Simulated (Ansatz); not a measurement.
Geometry optimisation, RKS B3LYP/def2-SVP (Ansatz 0.2.0).

input.yaml

```yaml
crystal:
  periodic: [false, false, false]
  atoms:
    - { symbol: "N", position_ang: [0.6126, -1.1707, -0.39] }
    - { symbol: C, position_ang: [-0.02, -0.177, 0.2526] }
    - { symbol: O, position_ang: [0.4964, 0.2896, 1.4325] }
    - { symbol: Te, position_ang: [-1.7296, 0.7059, -0.4824] }
    - { symbol: H, position_ang: [0.1677, -1.4889, -1.3162] }
    - { symbol: H, position_ang: [1.3831, -0.0937, 1.8181] }
    - { symbol: H, position_ang: [-0.8489, 1.8667, -1.3604] }
basis:
  gaussian: { orbitals: def2-SVP }
hamiltonian:
  xc: b3lyp
relax:
  f_tol: 0.015
  max_steps: 40
```

Run as:

```bash
$ ansatz run input.yaml --threads 1 --pin off --max-ram 2048MiB --backend cpu --events-out ev --progress --plain --runs-dir out
```

Where does it end, and by what steps?

It converged. After 15 steps the energy has fallen by 0.826 eV; H7 moved furthest, 1.15 Å.

```csv
step,energy less start (eV),largest force component (eV/Å),accepted
0,0.0000,4.850,yes
1,-0.5895,2.428,yes
2,-0.6634,1.271,yes
3,-0.7110,0.816,yes
4,-0.7377,0.212,yes
5,-0.7488,0.100,yes
6,-0.7494,0.580,yes
7,-0.7914,0.155,yes
8,-0.8100,0.213,yes
9,-0.8225,0.165,yes
10,-0.7797,0.844,no
11,-0.8248,0.186,yes
12,-0.8251,0.120,yes
13,-0.8256,0.053,yes
14,-0.8260,0.078,yes
15,-0.8262,0.003,yes
```

```xyz
7
Properties=species:S:1:pos:R:3
N 0.552 -1.429 -0.126
C 0.132 -0.249 0.019
O 0.582 0.550 0.999
Te -1.354 0.776 -1.196
H 0.137 -1.935 -0.908
H 1.238 0.024 1.494
H -1.227 2.195 -0.327
```

Whether the end is a true minimum wasn't checked by a vibrational analysis.

Run time: 65 s on 1 CPU thread of a shared host.
